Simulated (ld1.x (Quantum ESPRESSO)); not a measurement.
## Ne: excitation energies, all-electron against RRKJ

ld1.x (Quantum ESPRESSO) 7.5 input, shortened:

```
&input
   title='Ne', zed=10., rel=1, dft='PBE', iswitch=3,
   config='[He] 2s2 2p5 3d-2'
 /
 &inputp
   pseudotype=2, tm=.false., lloc=0,
   nlcc=.false.
 /
3
2P  2  1   5.00   0.00  0.70  0.70  0.0
3D  3  2  -2.00   0.10  0.75  0.75  0.0
2S  1  0   2.00   0.00  0.75  0.75  0.0
 &test
   configts(1)='2s2 2p5'
 /
```

Energies are relative to the spin-unpolarised reference configuration 2s2 2p5; without spin polarisation the order of configurations can differ from experiment. The frozen-core shift is the all-electron ΔE with the core orbitals held at their reference shape minus the fully relaxed ΔE.

```json
{"valence configuration": "2s2 2p6", "charge": "0", "ΔE all-electron (eV)": "-22.475", "error AE − PS (meV)": "+4.3", "frozen-core shift (meV)": "+0.1"}
{"valence configuration": "2s2 2p4", "charge": "+2", "ΔE all-electron (eV)": "43.268", "error AE − PS (meV)": "+5.3", "frozen-core shift (meV)": "+0.3"}
{"valence configuration": "2s2 2p3", "charge": "+3", "ΔE all-electron (eV)": "110.699", "error AE − PS (meV)": "+55", "frozen-core shift (meV)": "+2.3"}
{"valence configuration": "2s2 2p5.5", "charge": "+0.5", "ΔE all-electron (eV)": "-13.608", "error AE − PS (meV)": "+2.0", "frozen-core shift (meV)": "0.0"}
{"valence configuration": "2s1 2p6", "charge": "+1", "ΔE all-electron (eV)": "23.407", "error AE − PS (meV)": "+17", "frozen-core shift (meV)": "+0.5"}
{"valence configuration": "2s2 2p2", "charge": "+4", "ΔE all-electron (eV)": "205.328", "error AE − PS (meV)": "+229", "frozen-core shift (meV)": "+9.2"}
```
